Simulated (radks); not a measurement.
Mo, configuration [Kr] 4d5 5s1 (the NIST ground configuration).

All-electron calculation, scalar-relativistic Kohn-Sham, PBE, spin-polarised, spherical densities, point nucleus; open shells are filled with parallel spins first (spin-orbit coupling, left out, can overturn this in heavy ions); hard spherical wall at 3 bohr. Program: a radial shooting solver on a logarithmic mesh with Libxc functionals.

Energy parts (eV):
| part | energy |
|---|---|
| total | -110117.970 |
| kinetic | 113810.396 |
| electron-nucleus | -266463.096 |
| Hartree | 45930.644 |
| exchange-correlation | -3395.914 |

Orbitals (lengths in bohr, moments of r in powers of bohr):
| orbital | occ. | eigenvalue (eV) | <r^2> |
|---|---|---|---|
| 1s up | 1 | -19800.26 | 0.001669 |
| 1s down | 1 | -19800.17 | 0.001669 |
| 2s up | 1 | -2777.563 | 0.02786 |
| 2s down | 1 | -2776.854 | 0.02785 |
| 2p up | 3 | -2480.588 | 0.02193 |
| 2p down | 3 | -2480.043 | 0.02192 |
| 3s up | 1 | -455.3846 | 0.2111 |
| 3s down | 1 | -454.9351 | 0.2110 |
| 3p up | 3 | -358.1317 | 0.2164 |
| 3p down | 3 | -357.6333 | 0.2162 |
| 3d up | 5 | -199.9019 | 0.2088 |
| 3d down | 5 | -199.1859 | 0.2083 |
| 4s up | 1 | -48.3636 | 1.445 |
| 4s down | 1 | -44.6726 | 1.420 |
| 4p up | 3 | -23.2763 | 1.777 |
| 4p down | 3 | -19.2338 | 1.745 |
| 4d up | 5 | 12.6273 | 2.548 |
| 4d down | 0 | 17.1668 | 2.522 |
| 5s up | 1 | 28.6246 | 3.801 |
| 5s down | 0 | 32.8923 | 3.837 |
| 5p up | 0 | 42.3847 | 3.783 |
| 4f up | 0 | 46.1658 | 3.397 |
| 5p down | 0 | 46.4052 | 3.826 |
| 4f down | 0 | 50.8899 | 3.397 |
| 6s up | 0 | 123.2494 | 3.673 |
| 6s down | 0 | 126.6487 | 3.662 |

The highest occupied level is 5s up at 28.625 eV. The configuration is held as typed, so some empty levels lie below it. Summed over all electrons, <r^2> = 33.97 bohr^2, which gives a Langevin (diamagnetic) susceptibility term of -26.9 x 10^-6 cm^3/mol. The density falls to 0.001 e/bohr^3 at r = 2.87 bohr.
